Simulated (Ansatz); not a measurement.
Species: YO2, charge 0, multiplicity 2. The spin state was set by rule; other spins were not relaxed. SMILES: [O]=[Y]=[O]
Coordinates optimised at B3LYP-D3(BJ)/def2-TZVP (Ansatz, a program for electronic structure):
```xyz
3

Y      0.1316    -0.1384     0.1678
O      1.0697     0.4829    -1.3791
O     -1.7111     0.1919     0.5612
```
Charge 0, spin multiplicity 2.

Wanted: vertical electron affinity (to the singlet state of charge -1; a negative value means that the extra electron is unbound and the number depends on the basis; each state is the SCF solution reached for its spin; for the singlet T1 is 0.026; for the doublet T1 is 0.061), in eV. Correlated levels leave the core frozen unless marked. Open shells are spin-unrestricted. Spin-orbit coupling is left out. Frozen are the shells of the preceding noble gas and the d and f shells that filled before the atom's block. In def2 rows, elements after Kr have scalar-relativistic effective core potentials. Anions need diffuse functions: def2-D sets add few. 

```tsv
level	program	vertical electron affinity (eV)
HF/def2-TZVPPD	Ansatz	0.41
HF/def2-QZVPPD	Ansatz	0.41
PBE/def2-TZVPD	Ansatz	1.66
B2PLYP/def2-TZVPD	Ansatz	1.97
CCSD/def2-TZVPPD	Ansatz	1.93
CCSD(T)/def2-TZVPPD	Ansatz	1.97
```
